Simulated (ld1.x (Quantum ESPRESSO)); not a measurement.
## Ru: variants of one TM potential

Base potential:

* Element: ruthenium
* Generator: ld1.x (Quantum ESPRESSO) 7.5
* Type: norm-conserving Troullier–Martins (Kleinman–Bylander form)
* Functional: PBEsol
* Relativity: scalar-relativistic
* Frozen core: [Ar] 3d10
* Valence charge: 16
* Reference configuration: 4s2 4p6 4d7 5s1 5p0
* Partial waves: 4s (bound): rc 1.50 bohr; 4d (bound): rc 2.05 bohr; 4p (bound): rc 1.25 bohr
* Local potential: the p channel
* Core correction: none

Occupied shells without a wave of their own: 5s. They enter only through the test configuration that unscreens the potential.

Cutoffs, loose and tight: the cutoffs (Ry, on a coarse ladder) from which the occupation-weighted sum of valence levels, in a spherical-Bessel basis at the reference potential, stays within 10 and 1 mRy of its value at 400 Ry. They do not see the model core or the augmentation charge, which bear on the density cutoff. Test errors are all-electron minus pseudo excitation energies from the reference, over the configurations 4s2 4p6 4d7 5s0 5p0; 4s2 4p6 4d6 5s0 5p0; 4s2 4p6 4d5 5s0 5p0; 4s2 4p6 4d8 5s0 5p0; 4s2 4p6 4d7 5s0.5 5p0; 4s2 4p6 4d6 5s1 5p0; 4s2 4p6 4d4 5s0 5p0. A dash means not determined; rows that change the core or the reference have their own tests.

A true bound ghost makes a file unfit for plane-wave use even where its test errors are small: the radial tests pick states by their node count and pass the ghost by.

On the changes marked as counting shells twice: ld1.x takes every shell without a wave as core, so the model core holds the marked electrons as well and exchange and correlation see them twice. This cancels in the reference configuration, but the file is broken for other ones, and its errors say nothing about a proper core correction.

| change | outcome | cutoff, loose | cutoff, tight | bound ghosts | largest test error (meV) |
| --- | --- | --- | --- | --- | --- |
| base | generated, misses its reference levels by 0.31 eV | 100 Ry | 140 Ry | none | -1115 |
| wave 4s (bound): rc 1.50 bohr becomes 4s (bound): rc 1.22 bohr | generated | 110 Ry | 180 Ry | none | -205 |
| all radii scaled by about 0.93 (s 1.40, p 1.16, d 1.90 bohr) | generated, misses its reference levels by 0.18 eV | 120 Ry | 160 Ry | none | -657 |
| local potential the s channel | generated, misses its reference levels by 0.78 eV | 100 Ry | 140 Ry | none | -2611 |
| wave 4p (bound): rc 1.25 bohr becomes 4p (bound): rc 1.38 bohr | generated, misses its reference levels by 0.33 eV | 70 Ry | 120 Ry | none | -1191 |
| core [Kr], valence charge 8; reference 4d6 5s0 5p0; waves now 5s (bound): rc 2.20 bohr; 5p (bound): rc 2.30 bohr; 4d (bound): rc 1.90 bohr; local potential all-electron potential smoothed inside 1.75 bohr (lloc = -1); core correction a·sin(br)/r model core inside 1.15 bohr | generated | 50 Ry | 55 Ry | s, p | -2670 |
| wave 4d (bound): rc 2.05 bohr becomes 4d (bound): rc 2.38 bohr | generated, misses its reference levels by 0.31 eV | 100 Ry | 140 Ry | none | -1041 |
| functional LDA (PZ) | generated, misses its reference levels by 0.31 eV | 100 Ry | 140 Ry | none | -1111 |
| core correction a·sin(br)/r model core inside 0.94 bohr (5s counted twice) | generated, misses its reference levels by 0.31 eV | 100 Ry | 140 Ry | none | -1761 |
| wave 4s (bound): rc 1.50 bohr becomes 4s (bound): rc 2.14 bohr | generated, misses its reference levels by 1.18 eV | 100 Ry | 140 Ry | none | -4151 |
| reference 4s2 4p6 4d7 5s0.5 5p0 | generated, misses its reference levels by 0.35 eV | 100 Ry | 140 Ry | none | -515 |
| wave 4d (bound): rc 2.05 bohr becomes 4d (bound): rc 3.10 bohr | generated, misses its reference levels by 0.31 eV | 100 Ry | 140 Ry | none | -689 |
